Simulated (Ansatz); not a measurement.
Basis-set extrapolation for C₃H₈Al, SMILES `C[CH2][Al][CH3]` radical (PBE0-D4/def2-TZVP geometry, frozen core, the Gaussian-basis code of Ansatz). Multiplicity 2, UHF reference.

|  | def2-TZVPP | def2-QZVPP |
| --- | --- | --- |
| HF | -360.199637 | -360.212339 |
| MP2 correlation | -0.595448 | -0.633269 |
| CCSD(T) correlation | -0.667552 | not run |

Energies in hartree. Use E(X) = E(∞) + A·exp(−7.88·√X) for Hartree–Fock and E(X) = E(∞) + B·X^(−2.97) for correlation, with X = 3 and 4, and add CCSD(T) minus MP2 of the smaller set to the MP2 limit.

Q: What is the CCSD(T) energy at the basis-set limit?

A: HF limit: -360.212339 + (-0.012702) × 0.13774 = -360.21409. MP2 limit: -0.633269 + (-0.037821) × 0.74074 = -0.66128. Higher-order term: -0.667552 − (-0.595448) = -0.07210. Total: -360.94747 hartree, 2.18 eV below CCSD(T)/def2-TZVPP.
